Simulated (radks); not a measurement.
Task: The mean radii <r> (bohr) of the occupied orbitals of an atom or ion are listed with their occupations. Method: scalar-relativistic Kohn-Sham, PBEsol, spin-unpolarised, spherical densities, point nucleus; computed with a radial shooting solver on a logarithmic mesh with Libxc functionals.

orbital  occ.     <r>
1s          2  0.1997
2s          2   1.030
2p          2   1.002

Name the element and its charge.

Result: Z = 8, oxygen, charge +2: O2+ in [He] 2s2 2p2. The 1s radius gives Z: for a bare nucleus <r> = (2 gamma + 1)/(2Z) with gamma = sqrt(1 - (Z/c)^2), 0.1873 bohr for Z = 8, and screening makes it slightly larger (0.1997 here). The occupations add up to 6, and the charge is Z minus that.
